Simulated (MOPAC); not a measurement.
Job for MOPAC: PM3 on AlF2H (SMILES [F][AlH][F]), a point of a bond scan (R = 1.553 Å).

```
PM3 1SCF PRECISE CHARGE=0 THREADS=1
AlF2H

Al    -0.29735585 1    -0.20000769 1    -0.23453486 1
H     -1.37591570 1    -0.92546933 1    -1.08523238 1
F     -0.21997505 1     1.44163617 1    -0.18460638 1
F      0.80236859 1    -1.04990625 1     0.64396034 1
```

It printed:

```
*******************************************************************************
 **                                                                           **
 **                              MOPAC v23.2.5                                **
 **                                                                           **
 *******************************************************************************
 ** MOPAC's Digital Object Identifier: https://doi.org/10.5281/zenodo.6511958 **
 **                                                                           **
 ** Please cite the open-source release paper for use of this MOPAC version:  **
 ** J. E. Moussa and J. J. P. Stewart (2026)                                  **
 ** MOPAC: An open-source semiempirical molecular orbital program             **
 ** J. Open Source Softw., 11(119), 8025, https://doi.org/10.21105/joss.08025 **
 *******************************************************************************

                              PM3 CALCULATION RESULTS

 *******************************************************************************
 *  PM3        - The PM3 Hamiltonian to be used
 *
 *
 *
 *                 CHARGE ON SYSTEM = 0
 *
 *
 *
 *  PRECISE    - TIGHTER CRITERIA TO BE USED
 *  1SCF       - DO 1 SCF AND THEN STOP
 *  THREADS=1  - MULTI-THREADING NOT USED
 *  T=         - A TIME OF 172800.0 SECONDS REQUESTED
 *  DUMP=N     - RESTART FILE WRITTEN EVERY 7200.0 SECONDS REQUESTED
 *******************************************************************************
PM3 1SCF PRECISE CHARGE=0 THREADS=1
 AlF2H

   ATOM   CHEMICAL          X               Y               Z
  NUMBER   SYMBOL      (ANGSTROMS)     (ANGSTROMS)     (ANGSTROMS)

     1      Al         -0.29735585  *  -0.20000769  *  -0.23453486  *
     2       H         -1.37591570  *  -0.92546933  *  -1.08523238  *
     3       F         -0.21997505  *   1.44163617  *  -0.18460638  *
     4       F          0.80236859  *  -1.04990625  *   0.64396034  *



          CARTESIAN COORDINATES

    NO.       ATOM           X           Y           Z

     1        Al         -0.2974     -0.2000     -0.2345
     2         H         -1.3759     -0.9255     -1.0852
     3         F         -0.2200      1.4416     -0.1846
     4         F          0.8024     -1.0499      0.6440

  H: (PM3): J. J. P. STEWART, J. COMP. CHEM. 10, 209 (1989).
  F: (PM3): J. J. P. STEWART, J. COMP. CHEM. 10, 209 (1989).
 Al: (PM3): J. J. P. STEWART, J. COMP. CHEM. 10, 209 (1989).

           Empirical Formula: H Al F2  =     4 atoms



      MOLECULAR POINT GROUP   :   C2v


      RHF CALCULATION, NO. OF DOUBLY OCCUPIED LEVELS = 9


 -------------------------------------------------------------------------------
 PM3 1SCF PRECISE CHARGE=0 THREADS=1
 AlF2H



     1SCF WAS SPECIFIED, SO BFGS WAS NOT USED
     SCF FIELD WAS ACHIEVED


                              PM3 CALCULATION
                                                       MOPAC v23.2.5 Linux




          FINAL HEAT OF FORMATION =       -161.19476 KCAL/MOL =    -674.43886 KJ/MOL


          COSMO AREA              =         87.34 SQUARE ANGSTROMS
          COSMO VOLUME            =         72.49 CUBIC ANGSTROMS

          IONIZATION POTENTIAL    =         11.238424 EV
          HOMO LUMO ENERGIES (EV) =        -11.238 -2.147
          NO. OF FILLED LEVELS    =          9
          MOLECULAR WEIGHT        =         65.9862         POINT GROUP:  C2v

          MOLECULAR DIMENSIONS (Angstroms)

            Atom       Atom       Distance
            F     4    F     3     2.81771
            F     3    H     2     2.40117
            F     4   Al     1     0.00000


          SCF CALCULATIONS        =          1





   ATOM   CHEMICAL          X               Y               Z
  NUMBER   SYMBOL      (ANGSTROMS)     (ANGSTROMS)     (ANGSTROMS)

     1      Al         -0.29735585  *  -0.20000769  *  -0.23453486  *
     2       H         -1.37591570  *  -0.92546933  *  -1.08523238  *
     3       F         -0.21997505  *   1.44163617  *  -0.18460638  *
     4       F          0.80236859  *  -1.04990625  *   0.64396034  *

                             CARTESIAN COORDINATES

   1   Al       -0.297355850    -0.200007690    -0.234534860
   2    H       -1.375915700    -0.925469330    -1.085232380
   3    F       -0.219975050     1.441636170    -0.184606380
   4    F        0.802368590    -1.049906250     0.643960340


           Empirical Formula: H Al F2  =     4 atoms



      MOLECULAR POINT GROUP   :   C2v


                  EIGENVALUES
 -20.83235 -20.63170 -16.69982 -16.28891 -16.12917 -15.83307 -15.32320 -15.21296
 -11.23842  -2.14737   1.09236   1.27887   2.04865


              NET ATOMIC CHARGES AND DIPOLE CONTRIBUTIONS

  ATOM NO.   TYPE          CHARGE      No. of ELECS.   s-Pop       p-Pop
    1         Al           0.811182        2.1888     0.60220     1.58662
    2          H          -0.230856        1.2309     1.23086
    3          F          -0.290163        7.2902     1.61792     5.67224
    4          F          -0.290163        7.2902     1.61792     5.67224
 DIPOLE           X         Y         Z       TOTAL
 POINT-CHG.    -0.445    -0.299    -0.351     0.640
 HYBRID         0.024     0.016     0.019     0.034
 SUM           -0.421    -0.283    -0.332     0.606


          ATOMIC ORBITAL ELECTRON POPULATIONS

     Atom    s        px        py        pz
    1 Al   0.60220   0.54572   0.61701   0.42389
    2  H   1.23086
    3  F   1.61792   1.93780   1.81415   1.92029
    4  F   1.61792   1.87110   1.92349   1.87765

 **********************
 *                    *
 * JOB ENDED NORMALLY *
 *                    *
 **********************




 == MOPAC DONE ==
```

The run finished.

Cost: around 0.010 core-seconds (rough).
